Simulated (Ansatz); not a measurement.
B(F)(NHMe)(OH) (CH₅BFNO), SMILES CNB(O)F.

Geometry: r2SCAN-D4/def2-SVP. This is a generated structure with no PubChem entry under its InChIKey; it may be hypothetical. One conformer was computed; it need not be the lowest.

Two levels are set side by side: PBE/def2-SVPD (Ansatz, a program for electronic structure) and PBE0/def2-SVPD (Ansatz). Energy differences of separate SCF runs at the same geometry; the states with an electron removed or added have multiplicity 2 and 2. Differences are taken from unrounded values.

```
quantity                            PBE
---------------------------------  ----
vertical ionisation energy (eV)    9.64
vertical singlet–triplet gap (eV)  5.80
```

### Question
These are the PBE values. What does PBE0 give? (The exact figures need the calculation; the answer reports its results.)

### Answer

| quantity | PBE0 | PBE minus PBE0 |
|---|---|---|
| vertical ionisation energy (eV) | 9.84 | -0.20 |
| vertical singlet–triplet gap (eV) | 6.17 | -0.37 |
